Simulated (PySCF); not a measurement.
C6H13NP (charge +1).
Bonds: C1–N2, N2–P3, P3–C4, P3–C5, C5–C6, C6–C7 (double), C7–C8, P3–C8. Hydrogens: H9, H10, H11 on C1; H12 on N2; H13, H14, H15 on C4; H16, H17 on C5; H18 on C6; H19 on C7; H20, H21 on C8.
Bond orders are those of one Lewis drawing.

Method: PBE0-D3(BJ)/def2-SVP geometry optimisation, gas phase (PySCF); density fitting, grid level 1; the optimiser is geomeTRIC in internal coordinates, started from a GFN2-xTB structure with every atom displaced at random (about 0.01 Å).

Step 0: E = -17185.6451 eV
```
atom  x, y, z in Å  |  force x, y, z in eV/Å
C1      2.4685   -1.2036    0.2669   -1.334   1.815  -0.015
N2      1.2170   -0.6848    0.8827    0.349  -0.370  -0.437
P3      0.1003    0.2309    0.0561    1.267   0.186   0.150
C4      1.0059    1.6344   -0.6790   -2.920   0.210  -0.076
C5     -1.1936    0.7003    1.2259   -0.325   0.777   0.041
C6     -2.4449    0.1642    0.6003    0.137   0.245   0.545
C7     -2.3230   -0.4774   -0.5508    0.032  -0.256  -0.666
C8     -0.9471   -0.6064   -1.1675   -1.012   0.714   0.215
H9      2.9150   -0.3678   -0.2884    0.243  -0.193  -0.074
H10     2.2787   -2.0309   -0.3878   -0.036  -0.822  -0.638
H11     3.1275   -1.4773    1.0598    0.757  -0.347   0.763
H12     0.8134   -1.3682    1.5139   -0.245   0.015   0.228
H13     0.1973    2.3577   -1.0440    0.979  -0.766   0.335
H14     1.5879    2.1192    0.0766    0.708   0.405   0.686
H15     1.5734    1.3062   -1.5233    0.720  -0.266  -0.798
H16    -1.2412    1.8068    1.3561    0.134  -0.338  -0.057
H17    -1.0082    0.2920    2.2252    0.194  -0.131   0.207
H18    -3.3881    0.3116    1.1175   -0.270  -0.011   0.046
H19    -3.1745   -0.9046   -1.0758   -0.151  -0.099  -0.103
H20    -0.7126   -1.6495   -1.2927    0.545  -0.828  -0.159
H21    -0.9312   -0.1248   -2.1528    0.226   0.062  -0.192
```

Step 1: E = -17185.8189 eV
```
atom  x, y, z in Å  |  force x, y, z in eV/Å
C1      2.4087   -1.1608    0.2497    0.107  -0.261   0.156
N2      1.1704   -0.6825    0.8563   -0.077  -0.162  -0.020
P3      0.0777    0.2647    0.0547    0.087   0.118  -0.121
C4      1.0284    1.6062   -0.6638    0.458   0.129  -0.080
C5     -1.2351    0.7394    1.2234    0.120  -0.047   0.045
C6     -2.4678    0.1073    0.6392   -0.041  -0.024  -0.033
C7     -2.3489   -0.5324   -0.5300   -0.040   0.006   0.066
C8     -0.9938   -0.5635   -1.1776    0.129  -0.235   0.013
H9      2.8775   -0.3636   -0.3334    0.053   0.121  -0.080
H10     2.2667   -2.0399   -0.4087    0.011   0.122   0.130
H11     3.1224   -1.4221    1.0508   -0.161  -0.010  -0.138
H12     0.7528   -1.3288    1.5243    0.036   0.043   0.012
H13     0.4222    2.4108   -1.0870   -0.456   0.011   0.000
H14     1.6654    2.0494    0.1241   -0.040  -0.172  -0.133
H15     1.6604    1.2338   -1.4941   -0.088  -0.014   0.288
H16    -1.2985    1.8360    1.3081   -0.035   0.062  -0.001
H17    -0.9794    0.3632    2.2303   -0.020   0.048  -0.028
H18    -3.4160    0.1799    1.1777    0.003   0.016   0.001
H19    -3.1915   -1.0247   -1.0216   -0.013   0.003   0.004
H20    -0.6264   -1.5954   -1.3537   -0.062   0.176  -0.005
H21    -0.9748   -0.0487   -2.1501    0.027   0.069  -0.078
```

Task: Estimate the geometry and energy of step 2. (The exact step hangs on the optimiser's Hessian estimate; all steps are aligned on step 1, rigid shifts and turns removed.)

Result: E = -17185.8516 eV, largest force 0.208 eV/Å
```
atom  x, y, z in Å  |  force x, y, z in eV/Å
C1      2.4151   -1.1907    0.2654    0.024  -0.012   0.013
N2      1.1758   -0.6912    0.8522   -0.087  -0.046  -0.062
P3      0.0919    0.2668    0.0465    0.067  -0.077   0.056
C4      1.0038    1.6278   -0.6718    0.072   0.177  -0.084
C5     -1.2156    0.7425    1.2196    0.043   0.010   0.005
C6     -2.4504    0.1080    0.6401   -0.004  -0.001  -0.014
C7     -2.3347   -0.5303   -0.5301   -0.019   0.008  -0.002
C8     -0.9808   -0.5567   -1.1870    0.023  -0.032  -0.002
H9      2.9079   -0.4011   -0.3170   -0.007   0.014  -0.001
H10     2.2651   -2.0684   -0.3848    0.003   0.015   0.002
H11     3.1045   -1.4656    1.0755   -0.020  -0.011  -0.010
H12     0.7489   -1.3267    1.5234    0.001   0.038   0.035
H13     0.3178    2.3919   -1.0713   -0.058  -0.123   0.059
H14     1.6394    2.0810    0.1042   -0.005  -0.015  -0.029
H15     1.6313    1.2703   -1.5025    0.006   0.000   0.044
H16    -1.2849    1.8411    1.2999   -0.013  -0.003  -0.013
H17    -0.9582    0.3744    2.2275   -0.010   0.021   0.004
H18    -3.3972    0.1843    1.1806    0.000  -0.001  -0.001
H19    -3.1810   -1.0187   -1.0198    0.000  -0.005   0.003
H20    -0.6146   -1.5811   -1.3757   -0.012   0.023  -0.015
H21    -0.9635   -0.0296   -2.1563   -0.005   0.020   0.009
```

The energy changes by -0.0327 eV. The first-order estimate −F·Δx gives -0.0518 eV and the mean of the old and new forces, exact on a quadratic surface, -0.0328 eV. The step makes an angle of 72° with the force vector and moves no atom by more than 0.107 Å.

What follows is the cost of the whole optimisation. On one thread, Intel Xeon Platinum 8488C (x86_64), no GPU, shared host, this took 4.5 min wall and 0.75 GiB of memory at its peak.
